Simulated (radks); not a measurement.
The numbers below are computed, except where a source is named.
Neutral phosphorus inside a hard spherical wall (all orbitals vanish at R), configuration held at [Ne] 3s2 3p3 and not refilled when levels cross. Level of theory: non-relativistic Kohn-Sham, LDA (Slater exchange, VWN5 correlation), spin-unpolarised, spherical densities, point nucleus (a radial shooting solver on a logarithmic mesh with Libxc functionals). Eigenvalues in eV, with the zero of energy where the potential of the charges vanishes at infinity; a dash marks a level that is unbound or too diffuse for the functional's potential to be trusted. A positive occupied level is held by the wall or, in an anion where self-interaction has pushed it up, behind a barrier. The pressure on the wall is -dE/dV.

R (bohr)  E (hartree)  kinetic (hartree)    e(2s)    e(2p)    e(3s)   e(3p)  e(4s, empty)  e(4p, empty)  pressure (GPa)
free       -339.94622            339.173  -172.23  -124.54  -13.942  -5.608        -0.367             -               0
20         -339.94622            339.173  -172.23  -124.54  -13.942  -5.608        -0.354         0.405        < 0.0001
15         -339.94622            339.173  -172.23  -124.54  -13.942  -5.608        -0.290         0.700        < 0.0001
12         -339.94621            339.174  -172.23  -124.53  -13.941  -5.607        -0.114         1.179        0.000165
10         -339.94612            339.175  -172.22  -124.52  -13.932  -5.598         0.246         1.927         0.00313
8          -339.94486            339.186  -172.11  -124.42  -13.855  -5.520         1.307         3.730          0.0637
5          -339.87736            339.570  -169.82  -122.11  -12.291  -3.728        10.838        16.120            8.83
2.5        -336.97525            348.992  -143.83  -95.684   13.033  25.595        112.74        121.25            1920
2          -332.54721            360.429  -125.12  -76.385   44.274  58.835        214.49        218.41            8410
1.5        -318.60686            392.581  -89.366  -38.492   136.57  149.29        468.59        450.04           51900
